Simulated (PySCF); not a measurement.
# P⁺: excitation energy

P⁺ [Ne] 3s2 3p2 (3P) → P⁺ [Ne] 3s1 3p2 4s1 (5P), as a difference of total energies. Calculation: PySCF 2.14, in x2c-TZVPPall with one added diffuse shell each of s, p, d type (6s6p4d1f, 51 functions); the spin-free X2C one-electron Hamiltonian (Gaussian nucleus). Correlated levels: valence: [Ne] frozen. The calculations carry no spin-orbit coupling.

```tsv
method	excitation energy (eV)
UHF	15.800
MP2 (valence)	17.013
SCS-MP2 (valence)	17.425
CCSD (valence)	17.358
CCSD(T) (valence)	17.404
```

How much does correlation contribute at CCSD(T) (valence)?

17.404 − (15.800) = 1.604 eV, measured against UHF.

The promoted electron is Rydberg-like, and one or two diffuse shells describe it only roughly, which tends to raise the upper state.

The coupled-cluster amplitudes are large for the upper state (T1 above 0.03 or a double amplitude above 0.15), so a single reference is strained.
